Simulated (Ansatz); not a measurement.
Computed with Ansatz on PBE0-D4/def2-TZVP structures; ΔE is electronic, products minus reactants. CCSD(T)/CBS is the MP2 limit (def2-TZVPP, def2-QZVPP) plus CCSD(T) − MP2 in def2-TZVPP, frozen cores. For Ge outer-core shells are correlated without core-valence functions, which leaves a few kJ/mol of doubt a bond. Scalar relativity is left out up to krypton. Each species was taken in one conformer, which may not be the lowest.

Reaction (formal exchange of groups at a Ge–Si bond): `[GeH3][SiH2][GeH2][SiH2][GeH2][GeH3]` + `[CH3][GeH2][F]` → `[CH3][GeH]([F])[GeH3]` + `[SiH3][GeH2][SiH2][GeH2][GeH3]`

| species | CCSD/CBS(def2) energy (Eh) |
| --- | --- |
| `[GeH3][SiH2][GeH2][SiH2][GeH2][GeH3]` | -8890.99094 |
| `[CH3][GeH2][F]` | -2216.98018 |
| `[CH3][GeH]([F])[GeH3]` | -4294.29283 |
| `[SiH3][GeH2][SiH2][GeH2][GeH3]` | -6813.67937 |

Question: Work out ΔE.

Answer: ΔE = (-4294.29283) + (-6813.67937) − (-8890.99094) − (-2216.98018) = -0.00108 Eh = -2.8 kJ/mol. CCSD(T)/CBS gives -0.8 kJ/mol.

Largest T1 diagnostic among the species: 0.012.

In def2-TZVPP, CCSD(T) changes the Hartree–Fock value by +11.5 kJ/mol (the triples alone add +2.1 kJ/mol) and MP2 by +11.9 kJ/mol. The D4 term adds +8.9 kJ/mol with B3LYP and +5.4 kJ/mol with PBE0; it sums over pairs of atoms, weighted by their polarisabilities, and B3LYP, whose exchange is more repulsive, gets the larger term.

B3LYP here is the variant with VWN-RPA as its local correlation; programs differ in this.
